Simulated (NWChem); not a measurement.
## Ionisation of H4Sn

```xyz
5

Sn     0.0000     0.0000     0.0000
H      1.4020     0.0000    -0.9913
H     -1.4020     0.0000    -0.9913
H      0.0000     1.4020     0.9913
H      0.0000    -1.4020     0.9913
```
Charge 0, spin multiplicity 1.

The numbers come from NWChem runs, not from measurements. The geometry was optimised at B3LYP/def2-SVP with def2 effective core potentials on Sn, a minimum by its harmonic frequencies.

Basis set: def2-TZVPD. The species with one electron less has spin multiplicity 2 and keeps the geometry of the parent. Δ marks differences of total energies (open shells unrestricted).

Effective core potentials replace the inner electrons of Sn; spin-orbit coupling is left out. B3LYP has NWChem's definition, with VWN1-RPA local correlation. The structure started from a generated list of species. The stability of the SCF solutions was not checked.

### Question
For the first vertical ionisation energy, ΔM06-2X gives 11.57 eV and G0W0@LDA (SVWN5) gives 11.07 eV. What do ΔPBE, ΔB3LYP give?

### Answer
ΔPBE: 11.18 eV; ΔB3LYP: 11.49 eV.
